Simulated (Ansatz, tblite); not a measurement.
Cost and result up the ladder for Ag₃H₃⁻ (the lowest doublet isomer of a short search) (6 atoms). The state is a doublet with charge -1. Geometry: PBE-D4/def2-TZVPD.

```xyz
6

Ag   -1.3291   -0.5760   -1.5509
Ag    2.4134    0.5134    2.5467
Ag    0.4971    0.1543    0.4894
H    -2.6784   -0.3062   -2.4794
H     0.9532    1.2965    1.6883
H     0.1437   -1.0820   -0.6942
```

Ansatz on 4 threads of Arm Neoverse V1 on a shared host; xTB runs through tblite on one thread. Times are rough, summed over both states, and most runs start from the orbitals of an earlier one. B2PLYP/def2-TZVPD serves as the yardstick here, not as an exact answer. The other state is a quartet at its own geometry.

In the def2 sets Ag takes a core potential; there is no spin–orbit coupling. The xTB rows come from tblite. LC-ωPBE has ω = 0.4 bohr⁻¹. Correlated methods freeze no core orbitals; core or outer-core shells of Ag are correlated, in sets that lack core-valence functions. The structure comes from a short search, and lower isomers may exist.

Run but left out: HF/STO-3G (doublet: ⟨S²⟩ 2.04, where a pure state has 0.75).

Correlated methods converge slowly with the basis.

xTB has no spin-polarisation term.

| level | functions | quartet − doublet (eV) | difference from B2PLYP/def2-TZVPD (eV) | remarks |
| --- | --- | --- | --- | --- |
| PBE0-D4/def2-TZVPD | 147 | 2.75 | -0.13 | – |
| GFN1-xTB | 33 | 3.19 | 0.31 | – |
| PBE-D4/def2-TZVPD (with forces) | 147 | 2.64 | -0.24 | HOMO above zero (doublet), HOMO above zero (quartet) |
| B2PLYP/def2-TZVPD | 147 | 2.88 | 0.00 | – |
| r2SCANh-D4/def2-TZVPD | 147 | 2.64 | -0.25 | – |
| B97M-V/def2-TZVPD | 147 | 2.90 | 0.02 | HOMO above zero (doublet), HOMO above zero (quartet) |
| r2SCAN-D4/def2-TZVPD | 147 | 2.60 | -0.29 | HOMO above zero (quartet) |
| RPA@PBE/def2-TZVPD | 147 | 2.79 | -0.09 | – |
| GFN2-xTB | 30 | 2.66 | -0.22 | – |
| MP2/def2-TZVPD | 147 | 2.96 | 0.08 | – |
| CAM-B3LYP-D4/def2-TZVPD | 147 | 2.93 | 0.05 | – |
| LC-ωPBE/def2-TZVPD | 147 | 2.90 | 0.02 | – |

Question: Estimate how long each takes.

Answer: GFN1-xTB 0.009 s; GFN2-xTB 0.011 s; PBE-D4/def2-TZVPD (with forces) 5.3 s; MP2/def2-TZVPD 5.5 s; PBE0-D4/def2-TZVPD 6 s; LC-ωPBE/def2-TZVPD 6.6 s; CAM-B3LYP-D4/def2-TZVPD 7.5 s; B2PLYP/def2-TZVPD 12 s; RPA@PBE/def2-TZVPD 12 s; r2SCAN-D4/def2-TZVPD 12 s; r2SCANh-D4/def2-TZVPD 14 s; B97M-V/def2-TZVPD 21 s. On shared hardware such times vary by a factor of up to 3.
